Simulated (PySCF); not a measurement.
CaCl2, triplet, at a GFN2-xTB geometry (such geometries of metal compounds can be far from the true shape) (a higher spin typed on purpose: for a closed-shell molecule this is an excited state); DF-M062X/def2-SVP run with PySCF.

PySCF was given this input:
```python
from pyscf import gto, scf, dft

mol = gto.M(
    atom='''
Ca    0.430953   -1.370442   -0.060155
Cl    0.643528    1.127626   -0.862254
Cl   -1.150532    0.484659    0.933024
''',
    basis='def2-svp',
    charge=0,
    spin=2,
    verbose=4,
)

mf = dft.UKS(mol)
mf.xc = 'm062x'
mf = mf.density_fit(auxbasis='def2-universal-jkfit')
mf.kernel()
mf.analyze()
```

Q: Write the output that PySCF gives for this input, abridged.

A: 
```
PySCF version 2.14.0

[INPUT] verbose = 4
[INPUT] num. atoms = 3
[INPUT] num. electrons = 54
[INPUT] charge = 0
[INPUT] spin (= nelec alpha-beta = 2S) = 2
[INPUT] symmetry False subgroup None
[INPUT] Mole.unit = angstrom
[INPUT] Symbol           X                Y                Z      unit          X                Y                Z       unit  Magmom
[...]
nuclear repulsion = 195.113721332541
number of shells = 26
number of NR pGTOs = 133
number of NR cGTOs = 60
basis = def2-svp
ecp = {}

******** <class 'pyscf.df.df_jk.DFUKS'> ********
method = DFUKS
initial guess = minao
damping factor = 0
level_shift factor = 0
DIIS = <class 'pyscf.scf.diis.CDIIS'>
diis_start_cycle = 1
diis_space = 8
diis_damp = 0
SCF conv_tol = 1e-09
SCF conv_tol_grad = None
SCF max_cycles = 50
direct_scf = False
number electrons alpha = 28  beta = 26
XC library pyscf.dft.libxc version 7.1.2
    S. Lehtola, C. Steigemann, M. J. T. Oliveira, and M. A. L. Marques,  SoftwareX 7, 1–5 (2018)
XC functionals = m062x
    Y. Zhao and D. G. Truhlar,  Theor. Chem. Acc. 120, 215 (2008)
    Y. Zhao and D. G. Truhlar,  Theor. Chem. Acc. 120, 215 (2008)
radial grids:
    Treutler-Ahlrichs [JCP 102, 346 (1995); DOI:10.1063/1.469408] (M4) radial grids

becke partition: Becke, JCP 88, 2547 (1988); DOI:10.1063/1.454033
pruning grids: <function nwchem_prune>
grids dens level: 3
symmetrized grids: False
atomic radii adjust function: <function treutler_atomic_radii_adjust>
small_rho_cutoff = 0
Set gradient conv threshold to 3.16228e-05
tot grids = 58184
******** <class 'pyscf.df.df.DF'> ********
auxbasis = def2-universal-jkfit
init E= -1597.57160906593

cycle= 1 E= -1597.60560784937  delta_E= -0.034  |g|= 0.137  |ddm|= 1.56
cycle= 2 E= -1597.61991752731  delta_E= -0.0143  |g|= 0.0982  |ddm|= 0.517
cycle= 3 E= -1597.62601360449  delta_E= -0.0061  |g|= 0.00856  |ddm|= 0.164
cycle= 4 E= -1597.62613067118  delta_E= -0.000117  |g|= 0.0028  |ddm|= 0.0419
cycle= 5 E= -1597.62613952912  delta_E= -8.86e-06  |g|= 0.000821  |ddm|= 0.00923
cycle= 6 E= -1597.62614097261  delta_E= -1.44e-06  |g|= 0.000266  |ddm|= 0.00338
cycle= 7 E= -1597.62614129748  delta_E= -3.25e-07  |g|= 0.00013  |ddm|= 0.00149
cycle= 8 E= -1597.62614137991  delta_E= -8.24e-08  |g|= 5.81e-05  |ddm|= 0.000705
cycle= 9 E= -1597.62614140421  delta_E= -2.43e-08  |g|= 2.13e-05  |ddm|= 0.000481
cycle= 10 E= -1597.62614140686  delta_E= -2.65e-09  |g|= 8.45e-06  |ddm|= 0.000155
[...]
converged SCF energy = -1597.62614140729  <S^2> = 2.0059489  2S+1 = 3.0039633
Total Energy =                       -1597.626141407289424
[...]
spin_pop of  0 Ca 3px       0.00003
spin_pop of  0 Ca 3py       0.00011
spin_pop of  0 Ca 3pz       0.00002
spin_pop of  0 Ca 4px       0.00301
spin_pop of  0 Ca 4py       0.04417
spin_pop of  0 Ca 4pz      -0.00149
spin_pop of  0 Ca 3dxy      0.00086
spin_pop of  0 Ca 3dyz     -0.00027
spin_pop of  0 Ca 3dz^2     0.00132
spin_pop of  0 Ca 3dxz      0.00244
spin_pop of  0 Ca 3dx2-y2    0.00266
spin_pop of  0 Ca 4dxy     -0.00145
spin_pop of  0 Ca 4dyz     -0.00103
spin_pop of  0 Ca 4dz^2    -0.00326
spin_pop of  0 Ca 4dxz     -0.00041
spin_pop of  0 Ca 4dx2-y2   -0.00179
spin_pop of  1 Cl 1s       -0.00000
spin_pop of  1 Cl 2s        0.00000
spin_pop of  1 Cl 3s        0.01869
spin_pop of  1 Cl 4s        0.00756
spin_pop of  1 Cl 2px       0.00001
spin_pop of  1 Cl 2py       0.00000
spin_pop of  1 Cl 2pz       0.00001
spin_pop of  1 Cl 3px       0.25931
spin_pop of  1 Cl 3py       0.03370
spin_pop of  1 Cl 3pz       0.23599
spin_pop of  1 Cl 4px      -0.00004
spin_pop of  1 Cl 4py       0.00131
spin_pop of  1 Cl 4pz       0.00007
spin_pop of  1 Cl 3dxy     -0.00007
spin_pop of  1 Cl 3dyz      0.00003
spin_pop of  1 Cl 3dz^2    -0.00004
spin_pop of  1 Cl 3dxz     -0.00008
spin_pop of  1 Cl 3dx2-y2    0.00005
spin_pop of  2 Cl 1s       -0.00000
spin_pop of  2 Cl 2s        0.00000
spin_pop of  2 Cl 3s        0.01870
spin_pop of  2 Cl 4s        0.00756
spin_pop of  2 Cl 2px       0.00000
spin_pop of  2 Cl 2py       0.00000
spin_pop of  2 Cl 2pz       0.00001
spin_pop of  2 Cl 3px       0.21067
spin_pop of  2 Cl 3py       0.08918
spin_pop of  2 Cl 3pz       0.22916
spin_pop of  2 Cl 4px       0.00048
spin_pop of  2 Cl 4py       0.00072
spin_pop of  2 Cl 4pz       0.00014
spin_pop of  2 Cl 3dxy      0.00013
spin_pop of  2 Cl 3dyz      0.00015
spin_pop of  2 Cl 3dz^2    -0.00005
spin_pop of  2 Cl 3dxz     -0.00019
spin_pop of  2 Cl 3dx2-y2   -0.00016
 ** Mulliken Spin Density (per atom)  **
spin density of  0 Ca =      0.88699
spin density of  1 Cl =      0.55650
spin density of  2 Cl =      0.55651
 ** Mulliken pop alpha/beta on meta-lowdin orthogonal AOs **
 ** Mulliken pop       alpha | beta **
In total            28.00000 | 26.00000
 ** Mulliken atomic charges   ( Nelec_alpha | Nelec_beta ) **
charge of  0Ca =      0.80437  (    10.04131      9.15432 )
charge of  1Cl =     -0.40219  (     8.97935      8.42285 )
charge of  2Cl =     -0.40218  (     8.97934      8.42284 )
Dipole moment(X, Y, Z, Debye):  0.99272, -3.15565, -0.13867
```
